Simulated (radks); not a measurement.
Excited configurations of Ru32+: one electron is placed in a higher orbital outside [Ne] 3s1. The ground configuration is [Ne] 3s2. Calculated with a radial shooting solver on a logarithmic mesh with Libxc functionals: scalar-relativistic Kohn-Sham, PBEsol, spin-unpolarised, spherical densities, finite nucleus; Fermi nuclear charge, rms radius 4.4809 fm. Excitation = E - E(ground); binding = E(ion) - E, where the ion is the core of charge +33; n* = 33/sqrt(2 binding) in atomic units. These energies are relativistic, and a one-electron ion of charge +33 with no core already has n* below n in this formula (scalar-relativistic equation, point nucleus: 3p 2.988, 3d 2.996, 4f 3.997, 5s 4.975, 5p 4.985, 5f 4.996, 6p 5.984, 7p 6.984, 7d 6.991, 7f 6.995).

outer orbital  excitation (eV)  binding (eV)     n*  <r> (bohr)
3p                      97.297        1853.7  2.827      0.3367
3d                      217.23        1733.8  2.923      0.2979
4f                      1014.6        936.44  3.978      0.5345
5s                      1295.9        655.08  4.756       1.030
5p                      1315.7        635.29  4.829       1.032
5f                      1350.9        600.07  4.969      0.9404
6p                      1514.5        436.50  5.826       1.515
7p                      1632.7        318.29  6.823       2.088
7d                      1640.4        310.55  6.907       2.080
7f                      1644.8        306.14  6.957       2.020

The Delta-SCF ionisation energy is 1951.0 eV (NIST Atomic Spectra Database: 1949 eV, semi-empirical). Self-interaction in the functional shifts the binding energies and quantum defects, so they are the method's values and not measured ones. Spin polarisation and multiplet splitting are left out, so open shells lie too high by an amount that depends on their filling.

Beside tabulated values, note that spin-unpolarised runs miss the spin-polarisation part of the exchange energy of open shells.
